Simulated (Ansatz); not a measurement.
```yaml
crystal:
  periodic: [false, false, false]
  atoms:
    - {symbol: F, position_ang: [-1.731253, -0.809178, 0.671683]}
    - {symbol: Si, position_ang: [-0.811610, 0.040886, -0.306439]}
    - {symbol: Si, position_ang: [1.425662, 0.062525, 0.277765]}
    - {symbol: h, position_ang: [-1.032992, -0.765175, -2.163703]}
    - {symbol: Cl, position_ang: [-1.546448, 1.940375, -0.295542]}
    - {symbol: H, position_ang: [1.688966, 0.736012, 1.574924]}
    - {symbol: H, position_ang: [2.068874, -1.273546, 0.195613]}
basis:
  gaussian: {orbitals: aug-pcseg-2, nuclear_model: gaussian}
magnetization: {spin_polarized: true, initial_magnetization: 1}
hamiltonian: {xc: {name: BHLYP}, dispersion: d4}
```

```sh
$ ansatz run in.yaml --threads 4 --pin off --events-out ev --progress --plain --max-ram 10444MiB
```

It prints (some lines left out):

```
Error: YAML parse error: error: line 7 column 16: `h` is not an element symbol (H … Og, case-exact)
 --> <input>:7:16
5 |     - {symbol: Si, position_ang: [-0.811610, 0.040886, -0.306439]}
6 |     - {symbol: Si, position_ang: [1.425662, 0.062525, 0.277765]}
7 |     - {symbol: h, position_ang: [-1.032992, -0.765175, -2.163703]}
8 |     - {symbol: Cl, position_ang: [-1.546448, 1.940375, -0.295542]}
9 |     - {symbol: H, position_ang: [1.688966, 0.736012, 1.574924]}
```

**Question.** What is wrong with this run?

**Answer.** An element symbol is wrong. The input was rejected before any iteration.
